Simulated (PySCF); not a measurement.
**Two-component Hartree-Fock for Yb⁶⁵⁺ (ytterbium, charge +65)**

Start: [He] 2s2 2p1; 2p1/2 filled at m_j = +1/2. Calculated with PySCF 2.14 in an even-tempered Gaussian basis (17 s from 49 bohr⁻², ratio 2.4; 13 p from 64 bohr⁻², ratio 2.4; 5 d from 210 bohr⁻², ratio 2.6; 4 f from 310 bohr⁻², ratio 2.6): generalised Hartree-Fock with the X2C-1e Hamiltonian and a Gaussian nucleus; one run each with spin-orbit coupling (SO) switched off, then screened by Boettger's factors.

```tsv
spinor shell	electrons	ε, spin-free (eV)	ε, screened SO (eV)	weight of nominal j (screened SO)	rms radius, screened SO (bohr)
1s1/2	2	-68980.0	-68949.9	1.000	0.0222
2s1/2	2	-16777.1	-16767.9	1.000	0.0864
2p1/2	1	-15775.7	-16591.3	1.000	0.0728
```

```
   quantity    spin-free  screened SO
E (hartree)  -7063.27827  -7093.24923
        M_J          1/2          1/2
       ⟨J²⟩        1.103        0.750
       ⟨L²⟩        2.000        2.000
       ⟨S²⟩        0.750        0.750
```

Each row is a mean over spinors that exchange with the open shell spreads, by up to 19.543 eV (2s1/2).

Breit and QED terms are absent; they matter most for the inner s and p1/2 levels.

Densities and radii are taken from the X2C orbitals without a picture-change correction, which distorts them close to the nucleus.

Without spin-orbit coupling the j labels of p, d and f shells carry no meaning; the spin-free column gives the mean over the occupied spinors of each nl shell, and its ⟨J²⟩ belongs to a mixture of degenerate components.
